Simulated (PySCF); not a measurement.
**Dipole response of Bi (bismuth, neutral)**

[Xe] 4f14 5d10 6s2 6p3, high-spin 4S determinant. Computed with PySCF 2.14 in aug-cc-pwCVTZ-PP with ECP60MDF, with scalar relativity through the core potential. Coupled (time-dependent) response in atomic units; α is the mean over directions.

```csv
method,mean α (bohr³),C₆ (like pair),S(−4)
UHF,50.16,608.7,679.5
PBE,55.36,673.4,951.7
PBE0,52.45,634.3,805.5
```

S(−4) is the Cauchy moment in α(ω) = α(0) + S(−4) ω² + …

Reference α: 48 ± 4 bohr³ (recommended; Schwerdtfeger and Nagle, table of static dipole polarizabilities (2023 update)). Published C₆: 513.0 (Gould and Bucko (2016)).

α(iu) at PBE0:

```json
{"u (hartree)": "0", "α(iu) (bohr³)": "52.45"}
{"u (hartree)": "0.0500", "α(iu) (bohr³)": "50.54"}
{"u (hartree)": "0.100", "α(iu) (bohr³)": "45.79"}
{"u (hartree)": "0.200", "α(iu) (bohr³)": "34.50"}
{"u (hartree)": "0.300", "α(iu) (bohr³)": "25.63"}
{"u (hartree)": "0.500", "α(iu) (bohr³)": "15.41"}
{"u (hartree)": "0.750", "α(iu) (bohr³)": "9.589"}
{"u (hartree)": "1.00", "α(iu) (bohr³)": "6.740"}
{"u (hartree)": "1.50", "α(iu) (bohr³)": "4.066"}
{"u (hartree)": "2.00", "α(iu) (bohr³)": "2.808"}
{"u (hartree)": "3.00", "α(iu) (bohr³)": "1.606"}
{"u (hartree)": "5.00", "α(iu) (bohr³)": "0.7271"}
```

A single London oscillator, α(iu) = α/(1 + u²/ω²), gives C₆ = (3/4) ω α². Matching the computed C₆ needs ω = 4 × 634.3 / (3 × 52.45²) = 0.307 hartree.

Energies and moments cover only the electrons outside the core potential. Spin-orbit coupling, which splits the p, d and f shells strongly at this Z, is absent. Spin-orbit coupling is strong in this species (close to jj coupling), so the high-spin LS determinant is a model state, not a physical level.
